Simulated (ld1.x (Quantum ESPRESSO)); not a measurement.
# PBEsol PAW dataset for Pm, scalar-relativistic all-electron reference.

```
Element                 : Pm
Generator               : ld1.x (Quantum ESPRESSO) 7.5
Type                    : PAW
Functional              : PBEsol
Relativity              : scalar-relativistic
Frozen core             : [Kr]
Valence charge          : 25
Reference configuration : 4d10 4f5 5s2 5p6 5d0 6s1 6p0 (charge +1)
Partial waves           : 5s (bound): rcut 1.85, rcutus 2.05 bohr; 6s (bound): rcut 1.85, rcutus 2.05 bohr; 5p (bound): rcut 2.75, rcutus 3.30 bohr; 6p (bound, empty): rcut 2.75, rcutus 3.30 bohr; 4d (bound): rcut 0.95, rcutus 1.05 bohr; 5d (bound, empty): rcut 0.95, rcutus 1.05 bohr; 4f (bound): rcut 1.10, rcutus 1.45 bohr; 4f channel at 2.1 Ry: rcut 1.10, rcutus 1.45 bohr
Local potential         : all-electron potential smoothed inside 1.50 bohr (lloc = -1)
Core correction         : a·sin(br)/r model core, default radius (core density twice the valence density)
Augmentation charge     : BESSEL, radius 0.75 bohr
```

All-electron outer shells of the reference configuration (PBEsol, scalar-relativistic, ld1.x):

| shell | level (eV) | outermost node (bohr) | outermost maximum (bohr) |
| --- | --- | --- | --- |
| 4s | -322.98 | 0.31 | 0.55 |
| 4p | -242.41 | 0.31 | 0.58 |
| 4d | -128.65 | 0.29 | 0.60 |
| 5s | -47.98 | 0.70 | 1.29 |
| 5p | -28.75 | 0.75 | 1.46 |
| 6s | -8.31 | 1.72 | 3.50 |
| 4f | -8.20 | – | 0.64 |
| 5d | -7.28 | 0.86 | 2.12 |
| 6p | -5.24 | 2.06 | 4.43 |

(1) Is the overlap operator S = 1 + Σ q|β⟩⟨β| positive definite (Bessel basis up to 400 Ry)?

Answers

(1) No: its lowest eigenvalue is -0.714, in the p channel, so the generalised eigenproblem breaks down once the basis is large enough.

Its largest configuration-test error is +9.8 meV (4d10 4f5 5s2 5p6 5d0 6s0 6p0). Test run stopped at test 3 of 7 (negative rho).

The ghost test of this file was not conclusive. Its overlap operator is not positive definite in a basis up to 400 Ry (lowest eigenvalue p -0.71), so the file is unfit for use: the generalised eigenproblem breaks down once the basis is large enough, and its test numbers describe a broken file.
